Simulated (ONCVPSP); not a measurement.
**What one change does to a pseudopotential (Zr (Z = 40), ONCV)**

ONCVPSP 4.0.1 input, shortened (lines: element, Z, core and valence counts, functional; n l f; lmax; l rc ep ncon nbas qcut; lloc lpopt rc5 dvloc0; l nproj debl; icmod fcfact rcfact), LDA (Perdew-Zunger), scalar-relativistic:

```
  Zr 40.00    6    4        3      upf
    1    0    2.00
    2    0    2.00
    2    1    6.00
    3    0    2.00
    3    1    6.00
    3    2   10.00
    4    0    2.00
    4    1    6.00
    4    2    2.00
    5    0    2.00
    2
    0    2.25    0.00    4    8    5.40
    1    1.90    0.00    4    8    5.60
    2    2.50    0.00    4    9    5.70
    4    5    1.45    6.00
    0    2    0.40
    1    2    3.60
    2    1    1.20
    0    0.00    0.00
```

All-electron outer shells of the reference configuration (LDA (Perdew-Zunger), scalar-relativistic, ld1.x):

| shell | level (eV) | outermost node (bohr) | outermost maximum (bohr) |
| --- | --- | --- | --- |
| 3d | -174.95 | – | 0.35 |
| 4s | -54.51 | 0.55 | 1.08 |
| 4p | -32.50 | 0.56 | 1.17 |
| 5s | -4.60 | 1.47 | 3.11 |
| 4d | -3.74 | 0.58 | 1.61 |

Change: p: qcut 6.9.

Cutoffs: the cutoffs (Ha) at which the residual kinetic energy of the hardest occupied pseudo-wave falls to 1 and 0.1 mHa per electron; they do not see the model core or the augmentation charge, which bear on the density cutoff. Errors are all-electron minus pseudo energies relative to the spin-unpolarised reference configuration.

Problem. Predict the effect on cutoff, ghosts and configuration errors.

Solution. The potential gets harder (11 Ha and 13 Ha → 11 Ha and 16 Ha); the errors of the 4 common tests hardly move; neither file shows a bound ghost. The waves are optimised to have the least kinetic energy above qcut, so the cutoff follows it (qcut²/2 in Ha).

| quantity | base | changed |
| --- | --- | --- |
| cutoff, loose | 11 Ha | 11 Ha |
| cutoff, tight | 13 Ha | 16 Ha |
| loose cutoff by channel | s 8.0 Ha, p 9.8 Ha, d 11 Ha | s 8.0 Ha, p 9.5 Ha, d 11 Ha |
| bound ghosts | none | none |
| GHOST(+) flags under 300 eV | none | none |
| error for 4s2 4p6 4d2 5s1, meV [ΔE 7.35 eV] | -1.7 | -1.7 |
| error for 4s2 4p6 4d2 5s0, meV [ΔE 20.59 eV] | -8.0 | -8.0 |
| error for 4s2 4p6 4d1 5s0, meV [ΔE 43.41 eV] | +5.3 | +4.9 |
| error for 4s2 4p6 4d2 5s1.5, meV [ΔE 2.97 eV] | -0.5 | -0.6 |
| s: phases at 2.28 bohr within 0.05 rad from the reference energy up to (Ha; the scan ends near 5) | 3.5 | 3.5 |
| p: phases at 1.93 bohr within 0.05 rad from the reference energy up to (Ha; the scan ends near 5) | to the end of the scan | to the end of the scan |
| d: phases at 2.54 bohr within 0.05 rad from the reference energy up to (Ha; the scan ends near 5) | 1.1 | 1.1 |
